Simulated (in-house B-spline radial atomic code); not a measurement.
# Ionising Ge⁶⁺ with different functionals

Computed with a radial B-spline atomic code at the basis-set limit: scalar-relativistic (spin-free X2C) Hamiltonian, Fermi nucleus of rms radius 4.0742 fm, spin-polarised at highest spin, spherical fractional occupations for the functionals, and exact exchange of hybrids averaged over the configuration. The ionisation energy is the difference of two self-consistent energies, [Ar] 3d8 → [Ar] 3d7, without Breit or QED terms; ε is the level of the shell that loses the electron (its least bound occupied spin orbital). There is no spin-orbit coupling in this Hamiltonian.

```
   method                    rung  ΔSCF (eV)  -ε(3d) (eV)
     PBE0           global hybrid     145.62       135.49
    B3LYP           global hybrid     145.80       134.77
    TPSSh           global hybrid     145.56       132.77
BHandHLYP           global hybrid     145.30       139.64
  r2SCAN0           global hybrid          ?            ?
    B97-1           global hybrid     145.68       134.82
    HSE06  range-separated hybrid     145.56       135.00
    wB97X  range-separated hybrid     145.35       137.32
CAM-B3LYP  range-separated hybrid     145.74       136.78
  LC-wPBE  range-separated hybrid          ?            ?
```

Task: What does r2SCAN0 give?

Result: ΔSCF 145.53 eV, and -ε(3d) = 135.55 eV.

Task: What does LC-wPBE give?

Result: ΔSCF 145.80 eV, and -ε(3d) = 137.02 eV.

Task: Among the functionals, which spreads more, the ΔSCF values or the orbital energies?

Result: The orbital energies: ΔSCF values span about 0.50 eV and the orbital energies 6.87 eV; here energy differences depend much less on the functional than eigenvalues do.

Task: How do they compare with the NIST value?

Result: NIST lists 145 eV ± 1.5 (tabulated theory, ground level to ground level). Errors run from +0.40 to +0.90 eV; all lie within about twice that uncertainty, so the table can't rank the methods.
